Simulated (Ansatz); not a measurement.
`C[NH][Al]([F])[Cl]` and `C[NH][Al]([CH3])[Cl]` differ in one atom or group.

Ansatz, PBE0-D4/def2-TZVP geometries, multiplicity 1. Each molecule was computed in one conformer, which needn't be the lowest.

```
                                        property  `C[NH][Al]([F])[Cl]`
  zero-point energy (PBE0-D4/def2-TZVP) / kJ/mol                 154.7
             HOMO energy (B3LYP/def2-TZVPP) / eV                 -7.05
size of the dipole moment (B3LYP/def2-TZVPP) / D                  2.46
               LUMO energy (PBE/def2-TZVPP) / eV                 -1.42
            HOMO–LUMO gap (PBE0/def2-TZVPP) / eV                  6.71
             LUMO energy (B3LYP/def2-TZVPP) / eV                 -0.87
```

What does the change do to each property? (Estimate.)

The calculation gave: 
| property | `C[NH][Al]([CH3])[Cl]` | shift |
| --- | --- | --- |
| zero-point energy (PBE0-D4/def2-TZVP) / kJ/mol | 241.2 | 86.5 |
| HOMO energy (B3LYP/def2-TZVPP) / eV | -6.69 | 0.36 |
| size of the dipole moment (B3LYP/def2-TZVPP) / D | 2.23 | -0.23 |
| LUMO energy (PBE/def2-TZVPP) / eV | -0.74 | 0.68 |
| HOMO–LUMO gap (PBE0/def2-TZVPP) / eV | 6.96 | 0.25 |
| LUMO energy (B3LYP/def2-TZVPP) / eV | -0.24 | 0.63 |

With PBE0 the HOMO rises by 0.35 eV and the LUMO rises by 0.61 eV, so the gap widens by about 0.26 eV. PBE moves the HOMO by 0.32 eV and ωB97M-V by 0.36 eV. The zero-point energy changes by 86.5 kJ/mol with +9 modes. Dipoles are sizes alone; their direction can turn.

B3LYP here is the variant with VWN-RPA as its local correlation; programs differ in this.
